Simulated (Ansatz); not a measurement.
C₂H₃AlO₂ at its PBE0-D4/def2-TZVP geometry, where that method's forces vanish. The species carries charge 0 and has multiplicity 1. The bonds changed during the relaxation, so this is another structure than the one it started from.

```
atom   x (Å)   y (Å)   z (Å)
 Al1   0.665   0.484   1.228
  O2  -0.422   0.975  -0.288
  C3  -0.466  -0.267  -0.561
  C4  -1.278  -0.752  -1.624
  O5   0.150  -1.071   0.210
  H6   2.183   0.856   1.010
  H7  -0.120   0.596   2.590
  H8  -0.713  -0.823  -2.565
```

(1) For each bond, give half the difference of the two atoms' forces along it (eV/Å; positive pushes the atoms apart) under PBE-D4, r2SCAN-D4, B3LYP-D4, ωB97M-V in def2-TZVPP. (Estimate.)

## Answers

(1) Computed: 
```json
{"bond": "Al1–O2", "length (Å)": "1.929", "PBE-D4": "0.36", "r2SCAN-D4": "0.07", "B3LYP-D4": "0.16", "ωB97M-V": "0.10"}
{"bond": "Al1–C3", "length (Å)": "2.246", "PBE-D4": "0.72", "r2SCAN-D4": "0.30", "B3LYP-D4": "0.37", "ωB97M-V": "0.10"}
{"bond": "Al1–O5", "length (Å)": "1.929", "PBE-D4": "0.36", "r2SCAN-D4": "0.07", "B3LYP-D4": "0.16", "ωB97M-V": "0.10"}
{"bond": "Al1–H6", "length (Å)": "1.578", "PBE-D4": "-0.04", "r2SCAN-D4": "-0.03", "B3LYP-D4": "-0.13", "ωB97M-V": "-0.14"}
{"bond": "Al1–H7", "length (Å)": "1.576", "PBE-D4": "-0.05", "r2SCAN-D4": "-0.03", "B3LYP-D4": "-0.13", "ωB97M-V": "-0.14"}
{"bond": "O2–C3", "length (Å)": "1.273", "PBE-D4": "0.81", "r2SCAN-D4": "0.40", "B3LYP-D4": "0.25", "ωB97M-V": "0.05"}
{"bond": "C3–C4", "length (Å)": "1.423", "PBE-D4": "-0.55", "r2SCAN-D4": "-0.34", "B3LYP-D4": "-0.16", "ωB97M-V": "0.18"}
{"bond": "C3–O5", "length (Å)": "1.273", "PBE-D4": "0.81", "r2SCAN-D4": "0.40", "B3LYP-D4": "0.25", "ωB97M-V": "0.05"}
{"bond": "C4–H8", "length (Å)": "1.100", "PBE-D4": "0.23", "r2SCAN-D4": "0.01", "B3LYP-D4": "-0.11", "ωB97M-V": "-0.15"}
```

B3LYP here is the variant with VWN-RPA as its local correlation; programs differ in this.
